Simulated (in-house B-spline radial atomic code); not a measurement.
A fraction x of an electron is removed from 3p in the scandium ion Sc⁵⁺, starting from [Ne] 3s2 3p4 and keeping the highest spin. Method: non-relativistic CAM-B3LYP, spin-polarised, spherical fractional occupations, point nucleus. Calculated with a radial B-spline atomic code at the basis-set limit.

Caution: exact exchange at fractional occupations of open shells leaves self-interaction of up to several eV.

```tsv
x	E(x) - E(0) (eV)	3p down level (eV)
0	0.0000	-99.858
0.07	7.0299	-100.996
0.16	16.1855	-102.462
0.35	35.9485	-105.573
0.4	41.2477	-106.395
0.5	51.9695	-108.043
0.6	62.8565	-109.697
0.68	71.6853	-111.024
0.81	86.2591	-113.189
0.88	94.2233	-114.360
1	108.0671	-
```

The exact functional would give a straight line between the two integer points. Deviations E(x) - E(0) - x[E(1) - E(0)], in eV: -0.535 at x = 0.07, -1.105 at x = 0.16, -1.875 at x = 0.35, -1.979 at x = 0.4, -2.064 at x = 0.5, -1.984 at x = 0.6, -1.8 at x = 0.68, -1.275 at x = 0.81, -0.876 at x = 0.88.

The curve lies below the straight line by up to 2.064 eV (at x = 0.5): convex, the delocalisation error, to which spherically averaged exact exchange adds.

Q: How well does Slater's transition state (minus the level at half occupation) give the ionisation energy?

A: It gives 108.043 eV against 108.067 eV from the two total energies; NIST lists 110.68 eV, ground level to ground level. The end point has an open shell averaged over its orbitals, so its exact exchange keeps a self-interaction and this is no true integer point.
